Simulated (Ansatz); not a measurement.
Geometry optimisation, Ansatz 0.2.0, RKS B3LYP-D4/def2-SVP.

input.yaml

```yaml
crystal:
  periodic: [false, false, false]
  atoms:
    - { symbol: W, position_ang: [0.287724, 0.235527, -0.391154] }
    - { symbol: Cl, position_ang: [-0.041927, -0.001388, 3.174683] }
    - { symbol: H, position_ang: [1.42743, -0.625768, 0.471717] }
    - { symbol: H, position_ang: [-0.584004, 1.506263, 0.267881] }
    - { symbol: H, position_ang: [-1.321752, -0.05729, 0.033025] }
    - { symbol: H, position_ang: [-0.130514, -1.308146, 0.154281] }
    - { symbol: H, position_ang: [0.539973, 0.306587, -2.096332] }
    - { symbol: S, position_ang: [1.750711, 1.880142, 0.583951] }
    - { symbol: H, position_ang: [2.963681, 1.259231, 0.627995] }
    - { symbol: H, position_ang: [0.760177, 1.009243, 2.820954] }
basis:
  gaussian: { orbitals: def2-SVP }
hamiltonian:
  xc: b3lyp
  dispersion: d4
relax:
  f_tol: 0.03
  max_steps: 50
```

Run as:

```bash
$ ansatz run input.yaml --threads 2 --pin off --max-ram 3072MiB --backend cpu --events-out ev --progress --plain --runs-dir out
```

Q: Where does it end, and by what steps?

A: It converged. After 9 steps the energy has fallen by 0.047 eV; Cl2 moved furthest, 0.17 Å.

| step | energy less start (eV) | largest force component (eV/Å) | accepted |
| --- | --- | --- | --- |
| 0 | 0.0000 | 0.802 | yes |
| 1 | -0.0097 | 0.493 | yes |
| 2 | -0.0225 | 0.684 | yes |
| 3 | -0.0407 | 0.141 | yes |
| 4 | -0.0379 | 0.116 | no |
| 5 | -0.0447 | 0.199 | yes |
| 6 | -0.0437 | 0.067 | no |
| 7 | -0.0466 | 0.045 | yes |
| 8 | -0.0462 | 0.051 | no |
| 9 | -0.0470 | 0.012 | yes |

```xyz
10
Properties=species:S:1:pos:R:3
W 0.303 0.240 -0.337
Cl -0.097 0.085 3.044
H 1.462 -0.642 0.484
H -0.582 1.471 0.377
H -1.298 -0.082 0.095
H -0.117 -1.343 0.107
H 0.519 0.359 -2.044
S 1.764 1.871 0.588
H 2.958 1.223 0.629
H 0.741 1.021 2.702
```

Whether the end is a true minimum wasn't checked by a vibrational analysis.

Run time: 30 s on 2 threads of Intel(R) Xeon(R) Platinum 8488C (Sapphire Rapids), with other jobs on the host, peak memory 0.25 GiB.
